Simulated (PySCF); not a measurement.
In: excitation energy

In [Kr] 4d10 5s2 5p1 (2P) → In [Kr] 4d10 5s2 6s1 (2S), as a difference of total energies. Calculation: PySCF 2.14, in x2c-TZVPPall with one added diffuse shell each of s, p, d, f type (9s7p5d3f, 76 functions); scalar relativity by spin-free X2C-1e. Correlated levels: valence: [Kr] 4d10 frozen. The calculations carry no spin-orbit coupling.

| method | excitation energy (eV) |
| --- | --- |
| UHF | 2.874 |
| MP2 (valence) | 2.890 |
| SCS-MP2 (valence) | 2.895 |
| CCSD (valence) | 2.920 |
| CCSD(T) (valence) | 2.921 |

Task: How much does correlation contribute at CCSD(T) (valence)?

Result: 2.921 − (2.874) = 0.047 eV, measured against UHF.

Errors of the correlated levels include the incompleteness of this basis and the frozen core.

The promoted electron is Rydberg-like, and one or two diffuse shells describe it only roughly, which tends to raise the upper state.

For comparison: 2.839 eV (measured; NIST levels, between the centres of gravity of the two terms).
